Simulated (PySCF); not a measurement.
C₅H₅F, SMILES C(/F)=C\C=C=C.

The structure is a stationary point at B3LYP-D3(BJ)/def2-SVP. The structure was generated by enumeration; whether it is a known compound was not checked. The values are those of a single conformer.

Computed with PySCF with TDA-PBE/def2-SVPD.

Vertical excitations. The molecule is in vacuum. State labels are in the subgroup Cs.

Computed UV-visible absorptions:
```json
[
 {"state": "S1", "symmetry": "A\"", "energy (eV)": "4.58", "λ (nm)": "271", "f": "0.000", "main pairs": "HOMO→LUMO+1 96 %"},
 {"state": "S2", "symmetry": "A\"", "energy (eV)": "4.94", "λ (nm)": "251", "f": "0.000", "main pairs": "HOMO−1→LUMO 96 %"},
 {"state": "S3", "symmetry": "A'", "energy (eV)": "5.38", "λ (nm)": "231", "f": "0.496", "main pairs": "HOMO→LUMO 90 %"},
 {"state": "S4", "symmetry": "A\"", "energy (eV)": "5.79", "λ (nm)": "214", "f": "0.001", "main pairs": "HOMO→LUMO+2 100 %"},
 {"state": "S5", "symmetry": "A\"", "energy (eV)": "6.17", "λ (nm)": "201", "f": "0.004", "main pairs": "HOMO→LUMO+3 100 %"},
 {"state": "S6", "symmetry": "A'", "energy (eV)": "6.20", "λ (nm)": "200", "f": "0.002", "main pairs": "HOMO−2→LUMO 55 %, HOMO→LUMO+4 45 %"},
 {"state": "S7", "symmetry": "A\"", "energy (eV)": "6.56", "λ (nm)": "189", "f": "0.001", "main pairs": "HOMO→LUMO+5 99 %"},
 {"state": "S8", "symmetry": "A\"", "energy (eV)": "6.97", "λ (nm)": "178", "f": "0.000", "main pairs": "HOMO−2→LUMO+1 87 %"},
 {"state": "S9", "symmetry": "A\"", "energy (eV)": "7.00", "λ (nm)": "177", "f": "0.000", "main pairs": "HOMO−3→LUMO 86 %"},
 {"state": "S10", "symmetry": "A'", "energy (eV)": "7.02", "λ (nm)": "177", "f": "0.119", "main pairs": "HOMO−1→LUMO+2 65 %, HOMO−1→LUMO+1 20 %, HOMO−1→LUMO+3 10 %"},
 {"state": "T1", "symmetry": "A'", "energy (eV)": "2.95", "λ (nm)": "420", "f": "0", "main pairs": "HOMO→LUMO 99 %"},
 {"state": "T2", "symmetry": "A\"", "energy (eV)": "4.31", "λ (nm)": "288", "f": "0", "main pairs": "HOMO→LUMO+1 92 %"},
 {"state": "T3", "symmetry": "A\"", "energy (eV)": "4.71", "λ (nm)": "264", "f": "0", "main pairs": "HOMO−1→LUMO 92 %"},
 {"state": "T4", "symmetry": "A'", "energy (eV)": "4.73", "λ (nm)": "262", "f": "0", "main pairs": "HOMO−1→LUMO+1 96 %"}
]
```
Triplets are in the Tamm–Dancoff approximation.
